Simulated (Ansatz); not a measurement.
Input file for Ansatz (a quantum-chemistry and plane-wave program): R-PBE0/def2-TZVPP on CH4O2Sn (SMILES C[O][Sn][OH]), a point of a torsion scan. Elements past Kr take the def2 small-core potentials; no spin–orbit coupling.

Ansatz 0.2 input:
```yaml
crystal:
  periodic: [false, false, false]
  atoms:
    - {symbol: C, position_ang: [-1.16380722, 0.15561955, -0.66704674]}
    - {symbol: O, position_ang: [-1.00983273, 0.66984992, 0.62815832]}
    - {symbol: Sn, position_ang: [-0.91555130, 0.98422133, 2.62214008]}
    - {symbol: O, position_ang: [-1.40444391, -0.63015249, 3.70449193]}
    - {symbol: H, position_ang: [-2.18998722, -0.18407370, -0.82608394]}
    - {symbol: H, position_ang: [-0.49085162, -0.69007301, -0.82712945]}
    - {symbol: H, position_ang: [-0.93210432, 0.93522318, -1.39923898]}
    - {symbol: H, position_ang: [-1.67141810, -1.51522060, 3.94282677]}
basis:
  gaussian:
    orbitals: def2-TZVPP
hamiltonian:
  xc: {name: PBE0}
scf: {lower_state_search: off}
```

The log:

```
WARN ansatz: RAYON_NUM_THREADS=1 ignored (pool sized by the plan → 1); use --threads N
Functional definition: PBE0
these checks for a lower state are left out or cut short: stability, starts, cluster_reference, orbital_swaps, neighbouring_geometries, increment
integrals: 0.10 GiB planned
1179 factors; their error is unknown
mean field: 0.89 GiB planned
mean field evaluation 1: about -11011.8818 eV, gradient 8.4e1 eV
mean field evaluation 2: about -10938.4099 eV, gradient 1.9e2 eV
mean field evaluation 4: about -11024.2352 eV, gradient 2.1e1 eV
mean field evaluation 8: about -11024.9962 eV, gradient 6.8e-2 eV
mean field evaluation 16: about -11025.0832 eV, gradient 2.2e-5 eV
mean field -11025.08319206 eV, -405.1643342383 hartree, gradient 3.3e-6 eV, S^2 0.000000; 0 other end points of the search recorded, 0 dependent functions left out
reference -11025.08322887 eV, -405.1643355912 hartree; 24, 24 occupied and 175, 175 virtual orbitals, 1179 factors
Total energy: -11025.08322887 eV, -405.1643355912 hartree
Checks for a lower state left out: stability, starts, cluster_reference, orbital_swaps, neighbouring_geometries, increment
```

The calculation finished and met its thresholds.

Cost: around 4 core-seconds (rough).
